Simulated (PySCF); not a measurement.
Structure problem from calculated spectra and properties.

Elements present: C, H, N, P and Si. Monoisotopic mass: 145.0477 u.

| Item | Value |
| --- | --- |
| UV, strongest line | among the 10 lowest singlet transitions: S6 at 6.47 eV (192 nm, f = 0.227) [TDDFT PBE0/def2-SVPD] |
| UV, first state | lowest singlet excitation: 4.60 eV (270 nm, f = 0.037) [TDDFT PBE0/def2-SVPD] |
| 1H NMR | chemical shifts (computed TMS as zero) by class: 6.63 (1 H), 6.54 (1 H), 5.63 (1 H), 4.83 (3 H), 2.09 (1 H), 1.86 (1 H), 1.21 (3 H), 0.70 (1 H) ppm [GIAO KT3/pcSseg-1] |
| NMR, other nuclei | isotropic shieldings of nuclei other than C and H, by class: 265 (1 N), 432 (1 Si), 433 (1 P) ppm [GIAO KT3/pcSseg-1] |
| Triplet | lowest triplet excitation (Tamm–Dancoff): 3.93 eV [TDA PBE0/def2-SVPD] |
| Dipole | 4.44 D [PBE0/def2-SVPD] |
| Rotational structure | rotational constants A, B, C: 2.117, 0.967, 0.744 GHz [PBE0-D3(BJ)/def2-SVP] |
| 13C NMR | chemical shifts (computed TMS as zero) by class: 135.3 (1 C), 124.2 (1 C), 25.8 (1 C), 20.9 (1 C), 18.0 (1 C) ppm [GIAO KT3/pcSseg-1] |
| Polarisability | 121.0 au [PBE0/def2-SVPD] |

Electronic properties: PySCF, gas phase, density fitting. Levels stand in brackets. One conformer (not necessarily the lowest) at the PBE0-D3(BJ)/def2-SVP geometry, without solvent, vibrations or thermal averaging. NMR values are class means; diastereotopic atoms form classes of their own.

Q: Which formula fits the mass and the elements?

A: C5H12NPSi (calculated 145.0477). No other formula that holds each of these elements comes within 0.0003 u with a fitting electron parity and a possible valence count.

Q: Give a SMILES that accounts for the data.

A: Numbering: `[CH2:1]=[CH:2][P@@:3]1(=[N:4][SiH3:5])[CH2:6][C@H:7]1[CH3:8]`. 5 carbons fall into 5 classes; from least to most shielded: terminal =CH2 carbon [C1] (135.3 ppm), alkene CH carbon [C2] (124.2 ppm), ring sp3 carbon bound to phosphorus [C7] (25.8 ppm), ring sp3 carbon bound to phosphorus [C6] (20.9 ppm), methyl carbon [C8] (18.0 ppm). Hydrogen classes from least to most shielded: 1 H on a terminal =CH2 carbon, C1 (6.63 ppm), 1 H on a terminal =CH2 carbon, C1 (6.54 ppm), 1 H on an alkene CH carbon, C2 (5.63 ppm), 3 H on an SiH3 silicon, Si5 (4.83 ppm), 1 H on an sp3 carbon bound to phosphorus, C6 (2.09 ppm), 1 H on an sp3 carbon bound to phosphorus, C7 (1.86 ppm), 3 H on a methyl carbon, C8 (1.21 ppm, a mean of values up to 1.2 ppm apart in this geometry), 1 H on an sp3 carbon bound to phosphorus, C6 (0.70 ppm). The other shieldings belong to: 265 ppm, nitrogen bonded to P and Si [N4]; 432 ppm, SiH3 silicon [Si5]; 433 ppm, phosphorus bonded to 3 C and N [P3]. S1 is mainly HOMO→LUMO (weight 0.84); the largest Löwdin shares of the orbital it empties are 0.39 on the nitrogen bonded to P and Si, 0.14 on the phosphorus bonded to 3 C and N, 0.11 on an sp3 carbon bound to phosphorus and 0.10 on an sp3 carbon bound to phosphorus, of the orbital it fills 0.37 on the terminal =CH2 carbon, 0.29 on the alkene CH carbon, 0.08 on the phosphorus bonded to 3 C and N and 0.05 on a vinylic hydrogen. The optimised geometry has point group C1 and is an asymmetric top. Structure: `C=C[P@@]1(=N[SiH3])C[C@H]1C`. The assignments are read from this structure; whether some other isomer fits the data as well wasn't checked. The mirror image fits equally.

Conformer computed: `[CH2:1]=[CH:2][P@@:3]1(=[N:4][SiH3:5])[CH2:6][C@H:7]1[CH3:8]`: C1–C2–P3–N4 0°.
